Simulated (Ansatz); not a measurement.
C₃H₈BNSi (`BC(=C)N1C[SiH2]1`), relaxed with RKS PBE-D4/def2-SVP in the Gaussian-basis code of Ansatz from a rough embedded geometry. The force threshold is 0.03 eV/Å; the program also tests the step.

Total charge 0; spin multiplicity 1.

Start:

```xyz
14

B     1.018    1.850   -0.917
C     0.601    0.762    0.200
C     1.048    0.868    1.426
N    -0.275   -0.266   -0.075
C    -1.081   -1.054   -1.090
Si   -1.231   -1.894    0.377
H     1.712    2.718   -0.652
H     0.564    1.677   -1.977
H     1.751    1.700    1.751
H     0.800    0.179    2.221
H    -0.416   -1.564   -1.847
H    -1.943   -0.470   -1.380
H    -2.316   -1.540    1.278
H    -0.232   -2.966    0.686
```

**Question.** By how much does the energy fall, and how many steps does the optimiser take? (Best estimate.)

**Answer.** Computed: 171.48 kJ/mol, in 7 steps, 1 of them rejected.

**Question.** Which bonds change most? (Best estimate.)

**Answer.** The calculation gave: N4–Si6 from 1.941 to 1.729 Å; C5–Si6 from 1.697 to 1.883 Å; B1–H7 from 1.142 to 1.215 Å; C2–C3 from 1.310 to 1.375 Å.

**Question.** Give the relaxed structure. (Estimate.)

**Answer.** The calculation gave: 
```xyz
14

B     0.911    1.652   -0.906
C     0.528    0.702    0.258
C     1.105    0.927    1.486
N    -0.374   -0.330    0.059
C    -0.993   -0.874   -1.151
Si   -1.148   -1.821    0.469
H     1.694    2.556   -0.688
H     0.448    1.511   -2.023
H     1.802    1.765    1.615
H     0.890    0.294    2.365
H    -0.309   -1.251   -1.942
H    -1.854   -0.311   -1.570
H    -2.389   -1.781    1.309
H    -0.310   -3.039    0.718
```
